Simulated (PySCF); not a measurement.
AsO₃⁻ (singlet). Method: PBE0/[As def2-SVPD, O def2-SVPD], no relativity, density fitting, PySCF.

Harmonic bands of its minimum:

```
ω (cm⁻¹)  IR (km/mol, summed over degenerate members)  degeneracy
     296                                         53.4           1
     341                                         79.5           2
     876                                          0.0           1
     963                                          381           2
```

The central atom is As. Infer the point group and assign the bands.

D3h. The modes span a2'' + 2e' + a1': 296 a2'', 341 e', 876 a1', 963 e'. The computed geometry has As–O 1.642 Å (×3); O–As–O 120.0° (×3).

Only a few start shapes were tried, so a lower isomer may exist. The lowest empty level of this anion is unbound, so it and the gap depend on the basis.
